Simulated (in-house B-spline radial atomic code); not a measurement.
Values are calculated unless marked as measured or tabulated.
# Ghost states of the separable form: C

C, [He] 2s2 2p2, non-relativistic LDA (VWN5), spherical and spin-unpolarised, from an all-electron radial atomic-structure program (B-spline basis) (atomic units; all potentials screened as in the neutral atom).

Troullier-Martins channels: 2s (ε = -0.5009, r_c = 1.002 bohr), 2p (ε = -0.1992, r_c = 1.494 bohr). In the Kleinman-Bylander form one channel serves as the local potential, and each other channel l becomes |δV u><u δV|/<u|δV|u>, with δV = V_l − V_local and u the pseudo-orbital. Its strength is E_KB = <u|δV²|u>/<u|δV|u>. By the analysis of Gonze, Stumpf and Scheffler a spurious state lies below the reference level ε if E_KB > 0 and ε is above the second level of the local potential alone, or if E_KB < 0 and ε is above its first. The table's levels are those of angular momentum l in a sphere of 9 bohr, whose wall can lift a shallow ε a little above its free-atom value.

| local | channel | <u δV u> | <u δV² u> | ε | first local level | second local level |
| --- | --- | --- | --- | --- | --- | --- |
| p | s | 0.43461 | 2.4638 | -0.5009 | -2.4463 | -0.0849 |
| s | p | -0.55792 | 3.1616 | -0.1991 | -0.0424 | 0.1522 |

Problem. Apply the rule to each row.

Solution. Local p, channel s: E_KB = +5.67, so ε = -0.5009 is set against -0.0849: no ghost. Local s, channel p: E_KB = -5.67, so ε = -0.1991 is set against -0.0424: no ghost.

Diagonalising the separable Hamiltonian gives:

| local | channel | three lowest levels | all-electron, two lowest valence levels |
| --- | --- | --- | --- |
| p | s | -0.5009, 0.0319, 0.2971 | -0.5009, 0.0319 |
| s | p | -0.1991, 0.0903, 0.3628 | -0.1991, 0.0903 |

Problem. Which choices of local channel are safe?

Solution. All are free of ghosts. Among the safe choices the second level, which tests transfer, is off by at most 0.1 millihartree (s local), 0.0 millihartree (p local).
